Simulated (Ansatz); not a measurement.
H$_{6}$O$_{3}$Si$_{2}$ (`O[SiH2][SiH](O)O`). Total charge 0; spin multiplicity 1. The geometry is a stationary point of PBE0-D4/def2-TZVP. It is one conformer, not always the lowest.

```xyz
11

O    -1.779   -1.485   -0.016
Si   -0.647   -0.874    1.022
Si    0.895    0.330   -0.287
O     1.337    1.786    0.342
O    -0.003    0.460   -1.675
H    -1.761   -1.086   -0.890
H    -0.034   -1.996    1.779
H    -1.276    0.041    2.021
H     2.199   -0.313   -0.587
H     0.652    2.317    0.752
H     0.416    0.819   -2.460
```

What is the dipole moment at r2SCAN/def2-TZVPP? (Best estimate.)

The calculation gave: 2.13 D, with components (0.31, 1.66, -1.30) D in this frame, pointing from negative to positive charge.

And with PBE, B3LYP, ωB97M-V? (Best estimate.)

Ansatz gave: PBE 2.10 D, B3LYP 2.09 D, ωB97M-V 2.11 D.

Give the Mulliken charges with r2SCAN, PBE, ωB97M-V in def2-TZVPP. (Estimate.)

The calculation gave: 
```
atom  r2SCAN    PBE  ωB97M-V
  O1   -0.43  -0.36    -0.40
 Si2    0.39   0.30     0.30
 Si3    0.55   0.44     0.47
  O4   -0.41  -0.34    -0.37
  O5   -0.43  -0.36    -0.40
  H6    0.22   0.20     0.19
  H7   -0.09  -0.07    -0.04
  H8   -0.11  -0.09    -0.06
  H9   -0.11  -0.10    -0.06
 H10    0.20   0.19     0.18
 H11    0.20   0.19     0.18
```

B3LYP here is the variant with VWN-RPA as its local correlation; programs differ in this.
